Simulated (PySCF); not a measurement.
C3H13PSi3.
Atom-mapped SMILES: `[PH2:1][SiH:2]1[CH2:3][SiH2:4][CH2:5][SiH2:6][CH2:7]1` (hydrogens: H8, H9 on P1; H10 on Si2; H11, H12 on C3; H13, H14 on Si4; H15, H16 on C5; H17, H18 on Si6; H19, H20 on C7)

Structure used (PBE0-D3(BJ)/def2-SVP), in Å, numbered top down from 1:
```
atom  x, y, z in Å
P1    -0.7766   -2.2083   -1.3925
Si2   -0.6435   -1.2366    0.6572
C3     1.1708   -0.8604    1.0032
Si4    1.9417    0.3615   -0.2107
C5     0.8923    1.9256   -0.2786
Si6   -0.9315    1.6271   -0.6449
C7    -1.6163    0.3759    0.5909
H8    -0.2905   -3.4697   -0.9257
H9    -2.1484   -2.5752   -1.2239
H10   -1.1957   -2.1344    1.7232
H11    1.7490   -1.8001    1.0074
H12    1.2443   -0.4400    2.0226
H13    3.3389    0.6949    0.2172
H14    2.0137   -0.2610   -1.5689
H15    0.9685    2.4317    0.7008
H16    1.3133    2.6192   -1.0260
H17   -1.0895    1.0999   -2.0361
H18   -1.6977    2.9117   -0.5509
H19   -2.6760    0.1691    0.3640
H20   -1.5919    0.8353    1.5958
```

Level of theory: core-valence-separated Tamm–Dancoff BHandHLYP/aug-pcX-1 (pcseg-1 on H, def2-SVPD on P, def2-SVPD on Si) in PySCF, non-relativistic, gas phase, PBE0-D3(BJ)/def2-SVP geometry.

Computed carbon K-edge spectrum, Gaussian lines of 0.3 eV full width, highest printed point 100; it ends one width below the last computed root. BHandHLYP without relativity tends to put these K edges a few eV too low, so spacings mean more than positions.

photon energy (eV), absorption and a bar:
```
    284.6          0 
    284.7          3 #
    284.8         10 ###
    284.9         19 ######
    285.0         20 ######
    285.1         15 ####
    285.2         27 ########
    285.3         67 ####################
    285.4        100 ##############################
    285.5         84 #########################
    285.6         45 #############
    285.7         30 #########
    285.8         37 ###########
    285.9         47 ##############
    286.0         70 #####################
    286.1         95 ############################
```

Assign the maxima to core holes.

2 maxima:
- 285.0 eV: C3/C7 (sp3 carbon bound to silicon), 284.95 eV, f = 0.011, sum of 2, 71 % of the height at the exact maximum; C5 (sp3 carbon bound to silicon), 284.95 eV, f = 0.004, 28 % of the height at the exact maximum
- 285.4 eV: C3/C7 (sp3 carbon bound to silicon), 285.43 eV, f = 0.054, sum of 2, 70 % of the height at the exact maximum; C5 (sp3 carbon bound to silicon), 285.38 eV, f = 0.024, 30 % of the height at the exact maximum

Further lines of some strength in the range: C3/C7, 285.81 eV, f = 0.013, sum of 2; C5, 285.84 eV, f = 0.012; C3/C7, 286.07 eV, f = 0.007, sum of 2; C5, 286.08 eV, f = 0.019.

Roots within 0.03 eV on the same or equivalent atoms count as one line; shares under 12 % aren't listed.

Vibrational structure and lifetime widths aren't in the curve. The ionisation threshold wasn't computed; near and above it a finite basis only mimics Rydberg series and continuum.

One conformer stands for the species.
